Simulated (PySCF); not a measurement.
# Spin-rotation constants: `C[Si](C)(C)P(F)F`, C3H9F2PSi

Molfile (atoms numbered from 1):
```
C3H9F2PSi
     RDKit          3D

 16 15  0  0  0  0  0  0  0  0999 V2000
   -1.2627   -1.4518   -0.3774 C   0  0  0  0  0  0  0  0  0  0  0  0
   -0.0271   -0.0754    0.0864 Si  0  0  0  0  0  4  0  0  0  0  0  0
    1.4525   -0.7638    1.0723 C   0  0  0  0  0  0  0  0  0  0  0  0
    0.5277    0.9367   -1.4345 C   0  0  0  0  0  0  0  0  0  0  0  0
   -1.1649    1.3209    1.5556 P   0  0  0  0  0  0  0  0  0  0  0  0
   -2.1129    1.9946    0.4035 F   0  0  0  0  0  0  0  0  0  0  0  0
   -0.0528    2.5210    1.4989 F   0  0  0  0  0  0  0  0  0  0  0  0
   -2.1392   -1.0440   -0.8723 H   0  0  0  0  0  0  0  0  0  0  0  0
   -1.6030   -1.9888    0.5034 H   0  0  0  0  0  0  0  0  0  0  0  0
   -0.8087   -2.1734   -1.0490 H   0  0  0  0  0  0  0  0  0  0  0  0
    2.0340   -1.4551    0.4712 H   0  0  0  0  0  0  0  0  0  0  0  0
    2.1157    0.0328    1.3958 H   0  0  0  0  0  0  0  0  0  0  0  0
    1.1218   -1.2959    1.9595 H   0  0  0  0  0  0  0  0  0  0  0  0
    1.0663    0.3254   -2.1529 H   0  0  0  0  0  0  0  0  0  0  0  0
    1.1769    1.7545   -1.1336 H   0  0  0  0  0  0  0  0  0  0  0  0
   -0.3314    1.3712   -1.9386 H   0  0  0  0  0  0  0  0  0  0  0  0
  1  2  1  0
  2  3  1  0
  2  4  1  0
  2  5  1  0
  5  6  1  0
  5  7  1  0
  1  8  1  0
  1  9  1  0
  1 10  1  0
  3 11  1  0
  3 12  1  0
  3 13  1  0
  4 14  1  0
  4 15  1  0
  4 16  1  0
M  END
```

Computed with GIAO HF/3-21G magnetisability, rotational g tensor and spin-rotation constants, non-relativistic, gas phase (PySCF). Geometry: GFN2-xTB.

(1) Give the nuclear spin-rotation constants along the inertial axes (H = +C I·J) beside the isotropic shieldings.

Answers

(1) Rotational constants 2.1273, 1.2643, 1.1512 GHz. A star marks the isotopologue with that one atom substituted, in its own axes.
| atom | isotope | Caa (kHz) | Cbb (kHz) | Ccc (kHz) | mean (kHz) | σ (ppm) |
| --- | --- | --- | --- | --- | --- | --- |
| P5 | 31P | 4.155 | 2.238 | 2.280 | 2.891 | 183.5 |
| F6 | 19F | 0.979 | -0.604 | -0.084 | 0.097 | 474.6 |
| F7 | 19F | 0.981 | -0.607 | -0.082 | 0.098 | 474.6 |
| H8 | 1H | -0.225 | -0.041 | -0.141 | -0.136 | 33.5 |
| H9 | 1H | -0.272 | -0.164 | -0.008 | -0.148 | 33.7 |
| H10 | 1H | -0.018 | -0.159 | -0.148 | -0.108 | 33.6 |
| H11 | 1H | -0.018 | -0.159 | -0.148 | -0.108 | 33.6 |
| H12 | 1H | -0.226 | -0.041 | -0.141 | -0.136 | 33.5 |
| H13 | 1H | -0.272 | -0.164 | -0.008 | -0.148 | 33.7 |
| H14 | 1H | -0.053 | -0.174 | -0.115 | -0.114 | 33.6 |
| H15 | 1H | -0.226 | -0.062 | -0.110 | -0.133 | 33.1 |
| H16 | 1H | -0.226 | -0.062 | -0.110 | -0.133 | 33.1 |
| C1 | 13C* | 0.140 | 0.088 | 0.064 | 0.097 | 217.8 |
| Si2 | 29Si* | -0.895 | -0.595 | -0.511 | -0.667 | 501.0 |

For the geometry as given, no vibrational averaging.
